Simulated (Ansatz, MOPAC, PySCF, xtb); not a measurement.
Noncovalent pair: C2H6 (SMILES CC) (first 8 atoms) with CH4S (SMILES CS); geometry from B3LYP-D3(BJ)/def2-TZVP, rigid monomers moved along the line of their centres of mass till C1···H11 is 2.72 Å.
(charge 0, multiplicity 1):
```xyz
14

C     -0.5266     0.5589     0.2331
C      0.5468    -0.5232     0.1628
H     -1.2774     0.4207    -0.5472
H     -0.0961     1.5538     0.1007
H     -1.0430     0.5407     1.1945
H      0.1166    -1.5170     0.3042
H      1.3096    -0.3802     0.9314
H      1.0549    -0.5203    -0.8034
C      0.8358     0.8812     3.5036
S     -0.3209    -0.5082     3.7297
H      0.7079     1.3461     2.5286
H      0.5904     1.6088     4.2753
H      1.8670     0.5620     3.6383
H      0.1460    -1.2744     2.7313
```

Counterpoise-corrected where a basis set is named; no monomer relaxation.

Rows in 6-31G* carry no dispersion term and start afresh at each structure (6-31G* with six Cartesian d functions). The state that PM7 reach isn't checked; PM7 holds dispersion and hydrogen-bond terms.

Programs: Ansatz (Gaussian orbitals); MOPAC for PM7 (differences of heats of formation); PySCF for 6-31G* rows; xtb for the GFN methods. Each number belongs to the level named beside it.

Problem. One of these levels gives 29.6 meV for the interaction energy. Which?
(A) GFN2-xTB
(B) PM7
(C) PBE0/def2-TZVPPD
(D) B3LYP/6-31G*

Solution. C, PBE0/def2-TZVPPD. The others give 4.1 (PM7), -29.1 (GFN2-xTB), 92.5 (B3LYP/6-31G*)

Ansatz is a first-principles code.
